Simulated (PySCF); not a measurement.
## Potential energy of GeCl along the bond

Set-up: Ge def2-TZVPP, Cl def2-TZVPP; no relativity (PySCF 2.14). Energies in eV from Ge + Cl in their ground configurations at the same level. State: ²Π (doublet), unpaired electrons π ↑.

All columns are UHF. A positive dipole means Ge(−)Cl(+).

| R (Å) | E (eV) | μ (D) | Mulliken charge on Ge (basis-dependent) | HOMO (eV) | LUMO (eV) | Mayer bond order | ⟨S²⟩ |
| --- | --- | --- | --- | --- | --- | --- | --- |
| 1.874 | -1.590 | 0.24 | 0.18 | -6.97 | 0.66 | 1.19 | 0.77 |
| 1.961 | -2.224 | -0.37 | 0.25 | -7.22 | 0.46 | 1.11 | 0.77 |
| 2.048 | -2.573 | -1.00 | 0.32 | -7.45 | 0.26 | 1.04 | 0.77 |
| 2.114 | -2.700 | -1.48 | 0.36 | -7.63 | 0.12 | 1.00 | 0.77 |
| 2.179 | -2.743 | -1.96 | 0.39 | -7.80 | -0.02 | 0.95 | 0.77 |
| 2.244 | -2.723 | -2.44 | 0.42 | -7.96 | -0.16 | 0.92 | 0.77 |
| 2.332 | -2.624 | -3.08 | 0.46 | -8.18 | -0.33 | 0.88 | 0.77 |
| 2.441 | -2.424 | -3.87 | 0.49 | -8.43 | -0.54 | 0.83 | 0.76 |
| 2.571 | -2.118 | -4.81 | 0.52 | -8.72 | -0.79 | 0.79 | 0.76 |
| 2.745 | -1.664 | -6.03 | 0.55 | -9.08 | -1.09 | 0.74 | 0.76 |

A fit through these points gives, at Re = 2.188 Å, μ = -2.02 D and dμ/dR = -7.37 D/Å; the reduced mass is 23.74 u.

Problem. How strong is the fundamental in the double-harmonic approximation, I = 42.26·(dμ/dR)²/μred km/mol?

Solution. I = 42.26·(-7.37)²/23.74 = 96.7 km/mol at UHF.

Spin–orbit coupling is left out. Hartree–Fock leaves out correlation, which carries a large part of most bond energies and some tenths to 1 eV of ionisation energies. The state was picked by a PBE0 search and need not be the measured ground state.
